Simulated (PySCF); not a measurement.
diphosphane (H$_{4}$P$_{2}$), singlet, at a GFN2-xTB geometry, atoms displaced at random by about 0.03 Å a coordinate. Base run: PySCF with PBE/6-31G, gradient.

Input for PySCF:
```python
from pyscf import gto, scf, dft

mol = gto.Mole()
mol.atom = '''
    P    -0.941800   -0.471610   -0.012080
    P     1.003242    0.558746   -0.008735
    H    -1.477875    0.270980    0.889465
    H    -1.430080    0.317177   -1.027453
    H     1.515306   -0.323001    0.999366
    H     1.565679   -0.277932   -0.961187
'''
mol.basis = '6-31g'
mol.charge = 0
mol.spin = 0
mol.verbose = 3
mol.build()

mf = dft.RKS(mol)
mf.xc = 'pbe'
mf.kernel()
g = mf.nuc_grad_method()
grad = g.kernel()
```

The coordinate followed is y of atom 4.

Each row names what was changed in the base input (with any setting that the change needs).

```csv
change,dE/dx (Eh/bohr),net force (Eh/bohr)
base,-0.017186,0.000001
grids.level = 0; grid_response = on,-0.016600,0.000000
finite difference step (bohr) = 0.05; conv_tol = 1e-11,-0.017193,-
finite difference step (bohr) = 1e-5; conv_tol = 1e-11,-0.017186,-
conv_tol = 1e-6,-0.017189,0.000001
grids.level = 1; grid_response = off,-0.017201,0.000045
density fitting = on; auxbasis_response = off,-0.017203,0.000058
grids.level = 0; grid_response = off,-0.017431,0.001205
conv_tol = 1e-4,-0.017279,0.000001
grids.level = 1; grid_response = on,-0.017211,0.000000
grids.level = 5; grid_response = off,-0.017186,0.000000
finite difference step (bohr) = 0.2; conv_tol = 1e-11,-0.017301,-
```

The net force is zero for an exact gradient.
